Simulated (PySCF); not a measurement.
CdH₂O, SMILES [OH][CdH]. Coordinates come from a PBE0-D3(BJ)/def2-TZVP optimisation. The def2 effective core potentials stand for the cores of Cd; spin–orbit coupling is left out.

All values below come from PBE0-D3(BJ)/def2-TZVP (PySCF).

Harmonic wavenumbers (cm⁻¹): 464, 472, 587, 746, 1902, 3904. Rotational constants (GHz): 723.1, 8.087, 7.997; symmetry number 1.

Problem. Work out the zero-point energy and the ideal-gas rigid-rotor harmonic-oscillator thermochemistry at 298.15 K and 1 atm.

Solution. ZPE = ½ Σ hcν = ½ × 8076 cm⁻¹ = 48.30 kJ/mol. H − E(el) = 60.22 kJ/mol. Entropy in J/(mol K): translation 169.49, rotation 81.46, vibration 9.27, total 260.22. G − E(el) = -17.37 kJ/mol. Cp = 51.92 J/(mol K).
